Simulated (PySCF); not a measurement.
Fill in the blanks.

CH₈OP₂Si.
InChI=1S/CH8OP2Si/c1-2-5(3)4/h5H,3-4H2,1H3

Conformer (atom-mapped SMILES and torsion angles): `[CH3:1][O:2][SiH:3]([PH2:4])[PH2:5]`: C1–O2–Si3–P4 -58°, H–P4–Si3–O2 -178°, H–P4–Si3–O2 -84°, H–P5–Si3–O2 -47°, H–P5–Si3–O2 47°.

```csv
property,level,value
point group,PBE0-D3(BJ)/def2-SVP,C1
"rotational constants A, B, C",PBE0-D3(BJ)/def2-SVP,"2.401, 1.739, 1.087 GHz"
dipole moment,wB97X-D/def2-SVPD,?
HOMO energy,wB97X-D/def2-SVPD,?
LUMO energy,wB97X-D/def2-SVPD,1.59 eV
lowest singlet excitation,TDDFT wB97X-D/def2-SVPD,?
strongest line among the 6 lowest singlet transitions,TDDFT wB97X-D/def2-SVPD,"S6 at 7.15 eV (173 nm, f = 0.342)"
static isotropic polarisability,wB97X-D/def2-SVPD,99.5 au
electronic spatial extent ⟨r²⟩ about the centre of nuclear charge,wB97X-D/def2-SVPD,?
```

Gas-phase values; electronic properties from PySCF, density fitting. Geometry: PBE0-D3(BJ)/def2-SVP, one conformer, isolated molecule.

Question: The dipole moment?

Answer: 0.84 D.

Question: Give the HOMO energy.

Answer: -9.07 eV.

Question: The electronic spatial extent ⟨r²⟩ about the centre of nuclear charge?

Answer: 1078 bohr².

Question: What is the lowest singlet excitation?

Answer: 6.26 eV (198 nm, f = 0.009).

The rotational constants make it an asymmetric top with κ = (2B − A − C)/(A − C) = -0.01, midway between the prolate (−1) and oblate (+1) limits. With B = h/(8π²I), that is 505.379 GHz u Å² over I, the principal moments of inertia are 210.5, 290.5 and 464.8 u Å² (most abundant isotopes); the inertial defect Ic − Ia − Ib is -36.2 u Å² (zero for a rigid planar frame, negative otherwise). The polarisability is 14.74 Å³ as a volume (1 au = 0.148185 Å³), or 1.51 au for each of the 66 electrons. No computed singlet falls in the visible range (750 to 380 nm, 1.65 to 3.26 eV); S1 lies 3.00 eV above its blue end.

For the geometry optimisation (PBE0-D3(BJ)/def2-SVP), time: 93 s of wall time. Hardware: one thread of an x86-64 server, no GPU (shared host).
